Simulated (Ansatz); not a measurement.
Relaxation of C3H13N3Si (20 atoms, charge 0, multiplicity 1), to a largest force component of 0.02 eV/Å in at most 40 steps.

Computed with RKS PBE/STO-3G (Ansatz 0.2.0).

```xyz
20
Properties=species:S:1:pos:R:3
Si 0.000 0.000 0.000
C 0.000 0.000 1.870
H -1.000 -0.309 2.240
H 0.768 -0.711 2.240
H 0.232 1.020 2.240
N 1.716 0.000 -0.606
H 2.215 -0.918 -0.787
H 2.217 0.918 -0.778
N -0.857 1.485 -0.606
C -2.272 1.409 -0.998
H -2.825 0.778 -0.270
H -2.709 2.429 -1.010
H -2.352 0.961 -2.011
C -0.135 2.762 -0.704
H -0.244 3.171 -1.730
H -0.557 3.483 0.028
H 0.940 2.598 -0.483
N -0.857 -1.485 -0.606
H -1.392 -2.101 0.070
H -0.822 -1.734 -1.636
```

Where does it end, and by what steps?

The run converged. Limits of this set-up: minimal basis. After 15 steps the energy has fallen by 1.096 eV; H12 moved furthest, 1.27 Å.

```
step  energy less start (eV)  largest force component (eV/Å)  accepted
   0                  0.0000                           2.508       yes
   1                 -0.5276                           1.143       yes
   2                 -0.6310                           0.324       yes
   3                 -0.6991                           0.239       yes
   4                 -0.7372                           1.144       yes
   5                 -0.8613                           0.470       yes
   6                 -0.9638                           0.532       yes
   7                 -1.0010                           1.503       yes
   8                 -1.0484                           0.583       yes
   9                 -1.0694                           0.256       yes
  10                 -1.0849                           0.125       yes
  11                 -1.0867                           0.266       yes
  12                 -1.0944                           0.095       yes
  13                 -1.0954                           0.045       yes
  14                 -1.0956                           0.036       yes
  15                 -1.0958                           0.011       yes
```

```xyz
20
Properties=species:S:1:pos:R:3
Si 0.080 0.015 -0.050
C -0.126 0.065 1.826
H -1.189 0.073 2.120
H 0.344 -0.816 2.295
H 0.347 0.966 2.250
N 1.807 0.307 -0.421
H 2.375 -0.409 0.122
H 1.976 0.008 -1.426
N -0.733 1.287 -1.010
C -2.224 1.363 -0.879
H -2.656 0.344 -0.965
H -2.580 1.808 0.086
H -2.644 1.985 -1.700
C -0.124 2.653 -0.886
H -0.406 3.278 -1.763
H -0.439 3.206 0.034
H 0.980 2.535 -0.863
N -0.500 -1.589 -0.605
H -1.396 -1.826 -0.088
H -0.826 -1.498 -1.612
```

Whether the end is a true minimum wasn't checked by a vibrational analysis.

Run time: 4.3 min on 1 thread of AMD EPYC (Zen 3) (shared host), peak memory 0.15 GiB.
